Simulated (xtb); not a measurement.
C5H12Si, charge -1, doublet, at a GFN2-xTB geometry (a state made from the parent by changing its charge; the spin is typed, not shown lowest). Base run: xtb 6.7.1 with GFN0-xTB.

Here is a job for xtb.
```
$ xtb mol.xyz --gfn 0 --chrg -1 --uhf 1 --json

# file mol.xyz
18

C      2.16003671    -0.84148380     1.28348992
C      1.48553002     0.21229236     0.65084664
Si    -0.14889855     0.14298310    -0.14429729
C     -0.69079915     1.88714466    -0.74397338
C     -1.54961750    -0.52819582     1.03218291
C     -0.57164655    -0.99674437    -1.69937455
H      3.15184816    -0.71769966     1.69563799
H      1.65710004    -1.76847569     1.51246684
H      2.09272032     1.09805367     0.46627116
H     -1.69005540     2.14042272    -0.39585800
H     -0.69828317     1.95522380    -1.82938107
H     -0.01535944     2.65221175    -0.37399035
H     -1.69346264     0.11056415     1.90207867
H     -2.51593616    -0.63584450     0.53865174
H     -1.26598848    -1.51058701     1.40297596
H      0.03198809    -0.73622798    -2.56926471
H     -0.35240392    -2.03731939    -1.46279137
H     -1.61860908    -0.95016349    -2.00566385
```

Each row names what was changed in the base input (with any setting that the change needs).

| change | ΔE vs base (kcal/mol) |
|---|---|
| base | 0.000 |
| etemp = 3000 | -0.121 |
| etemp = 5000 | -1.88 |
